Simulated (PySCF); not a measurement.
# Excitation energy of Cd²⁺ by level of theory

Cd²⁺ [Kr] 4d10 (1S) → Cd²⁺ [Kr] 4d9 5s1 (3D), as a difference of total energies. Computed with PySCF 2.14 in aug-cc-pVDZ-PP with ECP28MDF (5s5p4d2f, 54 functions), with scalar relativity through the core potential. Correlated levels: valence: 4s2 4p6 frozen. The calculations carry no spin-orbit coupling.

| method | excitation energy (eV) |
| --- | --- |
| UHF | 10.162 |
| LDA | 9.927 |
| PBE | 9.895 |
| PBE0 | 10.178 |
| r2SCAN | 10.080 |
| MN15 | 10.462 |
| revPBE | 9.955 |
| HSE06 | 10.139 |
| M06-2X | 10.704 |
| MP2 (valence) | 10.910 |
| SCS-MP2 (valence) | 10.923 |

Question: How much does correlation contribute at MP2 (valence)?

Answer: 10.910 − (10.162) = 0.748 eV, measured against UHF.
